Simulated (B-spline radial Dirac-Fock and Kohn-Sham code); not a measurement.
Method: multi-electron Dirac-Fock with separately optimised hole states, Breit and Lamb-shift corrections added in first order. Computed with a B-spline atomic structure program. Free neutral atoms.

Question: Order these X-ray lines by photon energy, lowest first.
A. Cs Mγ
B. Cr Lβ3
C. Ne Kα1
D. Tb Mζ2
E. Ge Lα2
F. Xe Mγ

Answer: B (652.6 eV), C (849.5 eV), F (876.8 eV), A (925.9 eV), D (947.8 eV), E (1189.6 eV).
